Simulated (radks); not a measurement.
Initial-state core-level shifts of neutral zinc when its valence configuration changes from [Ar] 3d10 4s2. All-electron calculation, scalar-relativistic Kohn-Sham, PBE, spin-unpolarised, spherical densities, finite nucleus; Fermi nuclear charge, rms radius 3.9283 fm. Program: a radial shooting solver on a logarithmic mesh with Libxc functionals. Shifts are changes of the shell-averaged eigenvalues in eV (positive: less bound); the change of the density at the nucleus, which sets a Mossbauer isomer shift, is in e/bohr^3, on a base of 2.534e+04.

valence                2s       2p       3s       3p  density at nucleus
3d10 4s1.5 4p0.5   -1.137   -1.141   -1.193   -1.197              -3.908
3d9.5 4s2 4p0.5    -4.818   -4.785   -4.445   -4.364              +3.698
3d10 4s1 4p1       -2.133   -2.140   -2.246   -2.252              -8.325
3d10 4p2           -3.892   -3.906   -4.119   -4.130             -18.325
3d9 4s2 4p1        -9.905   -9.834   -9.001   -8.825              +7.650
3d8 4s1 4p3       -22.599  -22.438  -20.170  -19.768              +2.789
3d7.5 4s1.5 4p3   -27.787  -27.575  -24.284  -23.763             +13.931
3d8 4s2 4p2       -21.003  -20.842  -18.532  -18.136             +16.436
3d9.5 4s1.5 4p1    -5.811   -5.781   -5.483   -5.404              -0.952
